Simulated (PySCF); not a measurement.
A structure optimised at B3LYP-D3(BJ)/def2-SVP, used in a PySCF frequency run:

```xyz
5

B      0.4424     0.5768     0.0000
Cl    -0.7238     1.9123     0.0000
Br    -0.1717    -1.2440     0.0000
O      1.7630     0.8011     0.0000
H      1.9993     1.7394     0.0000
```

Write its SMILES, formula and point group.

OB(Cl)Br, BBrClHO, Cs

What are its rotational constants (standard atomic weights)?

6.5972, 1.8756, 1.4604 GHz
